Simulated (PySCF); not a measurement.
## Rh: ionisation energy

Rh [Kr] 4d8 5s1 (4F) → Rh⁺ [Kr] 4d8 (3F), as a difference of total energies. All numbers are calculated (PySCF 2.14, scalar relativity through the core potential, in cc-pVTZ-PP with ECP28MDF (5s5p4d2f1g, 63 functions)). Correlated levels: valence: 4s2 4p6 frozen. The calculations carry no spin-orbit coupling.

```
           method  ionisation energy (eV)
              UHF                   6.312
              LDA                   8.216
             BP86                   8.070
    MP2 (valence)                   7.201
SCS-MP2 (valence)                   6.983
```

Errors of the correlated levels include the incompleteness of this basis and the frozen core.

**Question.** Which method comes closest to the reference value, and which is furthest?

**Answer.** The reference is 7.479 eV (measured; NIST levels, between the centres of gravity of the two terms). Closest: MP2 (valence) (error -0.278 eV); furthest: UHF (error -1.167 eV).
